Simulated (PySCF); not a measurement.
Mean harmonic wavenumber (cm⁻¹) of eight silicon and germanium compounds: PBE-D3(BJ) beside B3LYP-D3(BJ), computed with PySCF for isolated molecules in the bases named; differences from unrounded values. The eight are the first of their class met in an unordered collection, after screening for sound electronic states; none was chosen by its value. Each level has its own optimised geometry.

| molecule | basis | B3LYP-D3(BJ) | PBE-D3(BJ) | difference |
|---|---|---|---|---|
| Si(H)(Cl)(Me)(NH2) (CH6ClNSi), SMILES C[SiH](N)Cl | def2-SVP | 1340 | 1307 | -33 |
| B2H6O4Si, SMILES [SiH2](B(O)O)B(O)O | def2-SVP | 1150 | 1115 | -35 |
| C4H8OSi, SMILES C1(C[SiH](C1)C)=O | def2-SVP | 1313 | 1279 | -35 |
| Si(F)(Me)2(SeH) (C2H7FSeSi), SMILES C[Si](C)(F)[SeH] | def2-SVP | 1238 | ___ | ___ |
| Cl2FH5Si3, SMILES F[SiH2][SiH2][SiH](Cl)Cl | def2-SVP | 815 | ___ | ___ |
| CH2Cl3FSi, SMILES [Si](Cl)(Cl)(CF)Cl | def2-SVP | 869 | 844 | -25 |
| Si(F)(vinyl)(OH)2 (C2H5FO2Si), SMILES F[Si](C=C)(O)O | def2-SVP | 1205 | 1172 | -33 |
| Cl3GeH3Si, SMILES [SiH3][Ge]([Cl])([Cl])[Cl] | def2-SVP | 713 | ___ | ___ |

Question: Fill in the missing entries. (An estimate is asked for; the answer gives what the named calculation found.)

Answer: 
- Cl2FH5Si3, SMILES F[SiH2][SiH2][SiH](Cl)Cl, PBE-D3(BJ): 787
- Cl2FH5Si3, SMILES F[SiH2][SiH2][SiH](Cl)Cl, difference: -28
- Cl3GeH3Si, SMILES [SiH3][Ge]([Cl])([Cl])[Cl], PBE-D3(BJ): 690
- Cl3GeH3Si, SMILES [SiH3][Ge]([Cl])([Cl])[Cl], difference: -23
- Si(F)(Me)2(SeH) (C2H7FSeSi), SMILES C[Si](C)(F)[SeH], PBE-D3(BJ): 1206
- Si(F)(Me)2(SeH) (C2H7FSeSi), SMILES C[Si](C)(F)[SeH], difference: -31

PBE-D3(BJ) lies below B3LYP-D3(BJ) in 8 and above it in 0 of the eight; the mean signed difference is -30 and the largest -35 cm⁻¹.
